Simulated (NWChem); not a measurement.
**Lowest excitation of ClFSn**

```xyz
3

Sn    -0.5025     0.2357     0.0000
F      0.7969     1.7071     0.0000
Cl     1.0562    -1.5970     0.0000
```
Charge 0, spin multiplicity 1.

The numbers come from NWChem runs, not from measurements. All single points use one geometry, from B3LYP/def2-SVP with def2 effective core potentials on Sn, a minimum by its harmonic frequencies.

Basis set: def2-SVPD.

Effective core potentials replace the inner electrons of Sn; spin-orbit coupling is left out. The correlated methods keep 10 core orbitals frozen. B3LYP has NWChem's definition, with VWN1-RPA local correlation. The structure started from a generated list of species. Coupled-cluster values serve here as a point of comparison, not as the truth.

Task: For the lowest vertical singlet excitation energy, TD-PBE gives 3.77 eV and EOM-CCSD gives 4.47 eV. What do CIS, TD-B3LYP, TDA-BHandHLYP give?

Result: CIS: 4.91 eV; TD-B3LYP: 4.09 eV; TDA-BHandHLYP: 4.59 eV.
